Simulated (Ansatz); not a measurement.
Relaxation of ClFGe₂H₆OS (12 atoms, charge 0, multiplicity 1), to a largest force component of 0.03 eV/Å in at most 50 steps.

All numbers below come from RHF/def2-SVP in Ansatz 0.2.0.

```xyz
12
Properties=species:S:1:pos:R:3:forces:R:3
Ge 0.440 -0.607 -0.418 0.22 -0.02 0.00
O -0.828 -0.985 2.245 1.04 0.27 0.53
H -1.411 -0.301 2.544 0.00 0.02 0.00
F 1.314 -0.347 -1.889 0.01 0.01 -0.03
Cl -0.067 1.430 0.119 -0.02 -0.01 0.03
Ge -1.462 -2.002 -1.065 -0.04 -0.02 -0.01
H -2.225 -2.490 0.159 -0.02 -0.02 0.02
H -2.359 -1.147 -1.965 0.03 0.01 0.01
H -0.896 -3.182 -1.859 0.00 0.00 0.01
S 2.011 -1.371 0.989 -0.05 -0.01 -0.21
H 1.321 -2.465 1.330 0.04 0.01 0.00
H 0.049 -0.749 2.586 -1.22 -0.24 -0.33
```

Where does it end, and by what steps?

It converged. After 32 steps the energy has fallen by 0.147 eV; H3 moved furthest, 1.09 Å.

```json
{"step": "0", "energy less start (eV)": "0.0000", "largest force component (eV/Å)": "1.221", "accepted": "yes"}
{"step": "2", "energy less start (eV)": "-0.0358", "largest force component (eV/Å)": "1.027", "accepted": "no"}
{"step": "4", "energy less start (eV)": "-0.0651", "largest force component (eV/Å)": "0.417", "accepted": "yes"}
{"step": "6", "energy less start (eV)": "-0.0775", "largest force component (eV/Å)": "0.348", "accepted": "yes"}
{"step": "8", "energy less start (eV)": "-0.0386", "largest force component (eV/Å)": "1.078", "accepted": "no"}
{"step": "10", "energy less start (eV)": "-0.0841", "largest force component (eV/Å)": "0.754", "accepted": "no"}
{"step": "12", "energy less start (eV)": "-0.0949", "largest force component (eV/Å)": "0.070", "accepted": "yes"}
{"step": "14", "energy less start (eV)": "-0.0955", "largest force component (eV/Å)": "0.709", "accepted": "no"}
{"step": "16", "energy less start (eV)": "-0.1030", "largest force component (eV/Å)": "0.107", "accepted": "yes"}
{"step": "18", "energy less start (eV)": "-0.1087", "largest force component (eV/Å)": "0.604", "accepted": "yes"}
{"step": "20", "energy less start (eV)": "-0.1181", "largest force component (eV/Å)": "0.237", "accepted": "yes"}
{"step": "22", "energy less start (eV)": "-0.1329", "largest force component (eV/Å)": "0.105", "accepted": "yes"}
{"step": "24", "energy less start (eV)": "-0.1367", "largest force component (eV/Å)": "0.082", "accepted": "yes"}
{"step": "26", "energy less start (eV)": "-0.1265", "largest force component (eV/Å)": "0.304", "accepted": "no"}
{"step": "28", "energy less start (eV)": "-0.1440", "largest force component (eV/Å)": "0.151", "accepted": "yes"}
{"step": "30", "energy less start (eV)": "-0.1456", "largest force component (eV/Å)": "0.118", "accepted": "yes"}
{"step": "32", "energy less start (eV)": "-0.1469", "largest force component (eV/Å)": "0.009", "accepted": "yes"}
```

```xyz
12
Properties=species:S:1:pos:R:3
Ge 0.608 -0.731 -0.594
O -0.666 -1.029 2.462
H -1.442 -1.321 2.917
F 1.403 -0.407 -2.092
Cl 0.172 1.258 0.183
Ge -1.469 -1.907 -1.134
H -2.228 -2.251 0.146
H -2.310 -0.986 -2.020
H -1.104 -3.185 -1.893
S 2.176 -1.728 0.594
H 1.408 -1.844 1.682
H -0.662 -0.084 2.526
```

Whether the end is a true minimum wasn't checked by a vibrational analysis.

The run took 86 s on 4 threads of Arm Neoverse V2, with other jobs on the host, peak memory 0.57 GiB.
